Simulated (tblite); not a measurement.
Compound: C₃H₁₂SSi₃.
Numbering: `[CH3:1][S:2][SiH2:3][SiH:4]1[CH2:5][SiH2:6][CH2:7]1` (hydrogens: H8, H9, H10 on C1; H11, H12 on Si3; H13 on Si4; H14, H15 on C5; H16, H17 on Si6; H18, H19 on C7)

The geometry is computed with GFN2-xTB (gas phase).

What internal coordinates does the optimisation give?

```tsv
bond	length (bohr)	order
C1–S2	3.433	single
S2–Si3	4.068	single
Si3–Si4	4.347	single
Si4–C5, Si4–C7	3.637	single
C5–Si6, Si6–C7	3.623	single
C1–H8, C1–H9, C1–H10	2.051	single
Si3–H11, Si3–H12	2.776	single
Si4–H13	2.784	single
C5–H14, C7–H18	2.055	single
C5–H15, C7–H19	2.054	single
Si6–H16	2.766	single
Si6–H17	2.768	single
```

Bonds in one row agree within 0.02 bohr and their mean is given. Orders are formal, as drawn. A selection of angles:
```tsv
angle	degrees
S2–C1–H8	109.6
S2–C1–H10	107.0
H8–C1–H9	110.5
C1–S2–Si3	99.8
S2–Si3–Si4	107.9
S2–Si3–H11	104.6
Si4–Si3–H11	116.6
H11–Si3–H12	104.4
Si3–Si4–C5	110.4
Si3–Si4–C7	115.4
Si3–Si4–H13	115.4
C5–Si4–C7	87.4
C5–Si4–H13	112.4
C7–Si4–H13	112.6
Si4–C5–Si6	92.4
Si4–C5–H14	115.4
Si4–C5–H15	114.0
Si6–C5–H14	115.0
Si6–C5–H15	113.7
H14–C5–H15	106.4
C5–Si6–C7	87.8
C5–Si6–H16	115.1
C5–Si6–H17	113.8
H16–Si6–H17	110.0
```

Dihedral angles: C1–S2–Si3–Si4 177° (antiperiplanar); S2–Si3–Si4–C5 179° (antiperiplanar); Si3–Si4–C5–Si6 -113° (anticlinal); Si4–C5–Si6–C7 -3° (synperiplanar); C5–Si6–C7–Si4 3° (synperiplanar); Si3–Si4–C7–Si6 108° (anticlinal). The mirror-image conformer, all signs reversed, is as good.

Si4 (SiH silicon) has angles from 87.4° to 115.4°. Si3 (SiH2 silicon) is distorted tetrahedral (angles from 104.4° to 117.6°). Si6 (SiH2 silicon) has angles from 87.8° to 115.1°. The 4-membered ring Si4–C5–Si6–C7 has internal angles of 87.4° to 92.4°; it is almost planar, 0.03 Å rms from its mean plane, widest ring torsion 3°. S2 (sulfur bonded to C and Si) is bent (angle 99.8°).

Point group: C1 (no symmetry element, even within 0.4 Å). Its lowest GFN2-xTB frequency is 13 cm⁻¹, too small to tell a flat minimum from a shallow saddle. The numbers are those of one conformer.

Hardware: an Arm Neoverse N1 with one thread, no GPU, on a shared host. Cost: 3.1 s of wall time. That covers the optimisation of the geometry.
